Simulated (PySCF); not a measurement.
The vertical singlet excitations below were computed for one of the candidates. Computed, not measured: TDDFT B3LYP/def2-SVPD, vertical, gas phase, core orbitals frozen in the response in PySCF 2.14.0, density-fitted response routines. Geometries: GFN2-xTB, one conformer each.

| state | E (eV) | f | main configurations (H = HOMO, L = LUMO) |
| --- | --- | --- | --- |
| S1 | 3.64 | 0.0002 | H→L (98%) |
| S2 | 5.40 | 0.402 | H-1→L (84%), H-2→L (12%) |
| S3 | 5.45 | 0.056 | H-2→L (86%), H-1→L (12%) |
| S4 | 5.58 | 0.0019 | H→L+1 (98%) |
| S5 | 5.84 | 0.0036 | H-1→L+1 (97%) |
| S6 | 5.92 | 0.0049 | H→L+2 (93%) |
| S7 | 6.05 | 0.0026 | H→L+3 (92%) |
| S8 | 6.25 | 0.0055 | H-1→L+2 (93%) |

Problem. Which structure fits? All have the formula C4H9O2PSi.
A. `C=CCC(=O)O[SiH2]P`
B. `C[C@@H]([SiH2]P)C(=O)C=O`
C. `CC(=O)/C=C\O[SiH2]P`
D. `O=CO[Si@H](P)C1CC1`

Solution. C. Its S1 lies at 3.64 eV; the nearest of the others has S1 at 2.67 eV. S1 is HOMO→LUMO (98%). Löwdin shares by element: HOMO oxygen 62% or more, carbon 28% or more; LUMO carbon 58% or more, oxygen 19% or more (atoms not listed hold the other 22%). At the same level the other candidates give, for their lowest levels:
- `C[C@@H]([SiH2]P)C(=O)C=O`: 2.67 eV (f 0.002); 3.94 eV (f 0.008); 4.36 eV (f 0.007); 5.02 eV (f 0.073); 5.62 eV (f 0.003); T1 2.15 eV; HOMO -7.16, LUMO -3.00 eV
- `C=CCC(=O)O[SiH2]P`: 5.34 eV (f 0.008); 5.85 eV (f 0.042); 5.94 eV (f 0.015); 6.22 eV (f 0.036); 6.47 eV (f 0.004); T1 4.47 eV; HOMO -7.02, LUMO -0.68 eV
- `O=CO[Si@H](P)C1CC1`: 5.42 eV (f 0.003); 6.02 eV (f 0.002); 6.12 eV (f 0.051); 6.46 eV (f 0.013); 6.69 eV (f 0.134); T1 5.05 eV; HOMO -7.05, LUMO -0.56 eV

Conformer computed: `[CH3:1][C:2](=[O:3])/[CH:4]=[CH:5]\[O:6][SiH2:7][PH2:8]`: C1–C2–C4–C5 176°, C4–C5–O6–Si7 -169°, C5–O6–Si7–P8 -15°, H–P8–Si7–O6 -178°, H–P8–Si7–O6 -84°.
Triplets come from the Tamm–Dancoff approximation.
